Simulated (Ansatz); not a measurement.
A made-up structure of CH₂GaS (charge +1), singlet:

```tsv
atom	x (Å)	y (Å)	z (Å)
S1	1.9686	-1.5426	1.5691
C2	0.8550	-0.6710	0.6818
Ga3	-0.7153	0.5604	-0.5701
H4	-2.0270	-0.4964	-0.9238
H5	-0.0813	2.1496	-0.7570
```

It is relaxed with PBE-D4/def2-SVP and then PBE0-D4/def2-TZVP (Ansatz 0.2.0). Atoms count as bonded within 1.22 times the sum of their covalent radii (H–H: 0.88 Å). The end point is not checked to be a true minimum.

Q: Does its bonding change? (Judge from chemistry; the calculation decides.)

A: Computed: No: no bond forms or breaks.

Where it ends: The first stage lowers the energy by 1.03 eV in 5 steps. It ends as CH₂GaS ([S][C][GaH2]), total charge +1:
```
5
angstrom
S 1.7571 -1.3780 1.4009
C 0.7635 -0.5989 0.6087
Ga -0.6385 0.5008 -0.5091
H -1.8091 -0.4437 -0.8243
H -0.0730 1.9199 -0.6763
```

Labels in which every atom is bracketed show which atoms are joined, not bond orders.

For scale, one of the runs: PBE0-D4/def2-TZVP relaxation, 128 basis functions, launched by `ansatz run in.yaml --threads 2 --pin off --events-out ev --progress --plain --max-ram 4352MiB`. The run took about 14 s on 2 CPU threads of an Arm Neoverse V2 (shared host).
